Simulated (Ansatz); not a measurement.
FGeHS (`[F][Ge][SH]`), 4 atoms. The species carries charge 0 and has multiplicity 1. Correlated methods include outer-core shells of Ge, which these sets cover unevenly. Scalar relativity is left out up to krypton. All runs use 4 threads of an Arm Neoverse V1 on a shared host. Correlated methods freeze the cores. Open-shell runs search over several starts.

(1) How many basis functions does each run have, and how long does it take in Ansatz? direct RPA on PBE orbitals/def2-TZVPP energy; RKS B3LYP-D4/def2-TZVPP energy and forces; RHF-CCSD(T)/def2-SVP energy; UKS PBE0-D4/def2-TZVPP energy of the cation; UKS B2PLYP (frozen core)/def2-TZVPP energy of the cation; RHF-CCSD(T)/def2-QZVPP energy; RKS ωB97M-V/def2-QZVPP energy; UKS B3LYP-D4/def2-TZVPP energy of the cation; UKS PBE-D4/def2-TZVPP energy of the cation; RKS ωB97M-V/def2-SVP energy; UHF-MP2/def2-QZVPP energy of the cation; UKS r2SCAN-D4/def2-TZVPP energy of the cation. (Estimate.)

## Answers

(1) The calculation gave: Other jobs shared the machine, so times are rough.

| level | job | functions | wall time | peak host memory (GiB) |
| --- | --- | --- | --- | --- |
| RHF-CCSD(T)/def2-SVP | energy | 69 | 0.85 s | 0.15 |
| RKS B3LYP-D4/def2-TZVPP | energy and forces | 135 | 1.2 s | 0.26 |
| direct RPA on PBE orbitals/def2-TZVPP | energy | 135 | 1.5 s | 0.2 |
| RKS ωB97M-V/def2-SVP | energy | 69 | 2.2 s | 0.19 |
| UKS PBE-D4/def2-TZVPP | energy of the cation | 135 | 2.3 s | 0.24 |
| UKS PBE0-D4/def2-TZVPP | energy of the cation | 135 | 3.4 s | 0.37 |
| UKS B3LYP-D4/def2-TZVPP | energy of the cation | 135 | 3.4 s | 0.37 |
| UKS r2SCAN-D4/def2-TZVPP | energy of the cation | 135 | 5 s | 0.28 |
| RKS ωB97M-V/def2-QZVPP | energy | 246 | 6 s | 0.69 |
| UKS B2PLYP (frozen core)/def2-TZVPP | energy of the cation | 135 | 6.5 s | 0.5 |
| UHF-MP2/def2-QZVPP | energy of the cation | 246 | 25 s | 0.83 |
| RHF-CCSD(T)/def2-QZVPP | energy | 246 | 110 s | 4.8 |

B3LYP here is the variant with VWN-RPA as its local correlation; programs differ in this.
